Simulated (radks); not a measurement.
Results of a calculation; reference values are marked as such.
Br+, configuration [Ar] 3d10 4s2 4p4 (the NIST ground configuration).

Level of theory: Dirac Kohn-Sham, PBE, spin-unpolarised, spherical densities, finite nucleus; open shells fill j = l - 1/2 first; Fermi nuclear charge, rms radius 4.1629 fm (a radial shooting solver on a logarithmic mesh with Libxc functionals).

Energy parts (Ry):
total: -5212.24584
kinetic: 5344.80661
electron-nucleus: -12562.37266
Hartree: 2189.07074
exchange-correlation: -183.75053

Orbitals (lengths in bohr, moments of r in powers of bohr):
orbital  occ.  eigenvalue (Ry)   <1/r>
1s1/2       2        -979.3311   35.66
2s1/2       2        -128.1377   7.955
2p1/2       2        -115.4706   7.922
2p3/2       4        -111.9791   7.662
3s1/2       2        -18.30667   2.606
3p1/2       2        -13.90228   2.488
3p3/2       4        -13.39987   2.426
3d3/2       4         -5.76423   2.163
3d5/2       6         -5.68441   2.147
4s1/2       2         -2.22879  0.8133
4p1/2       2         -1.30840  0.6786
4p3/2       2         -1.26662  0.6642

The highest occupied level is 4p3/2 at -17.233 eV. Summed over all electrons, <r^2> = 31.40 bohr^2, which gives a Langevin (diamagnetic) susceptibility term of -24.9 x 10^-6 cm^3/mol. For comparison, the ionisation energy in NIST's Atomic Spectra Database is 21.591 eV (measured). In exact Kohn-Sham theory the highest level is minus the ionisation energy, but local and semilocal functionals leave it too shallow, through self-interaction and a potential that decays too fast; potentials with the right tail come closer.

Beside tabulated values, note that spin-unpolarised runs miss the spin-polarisation part of the exchange energy of open shells.
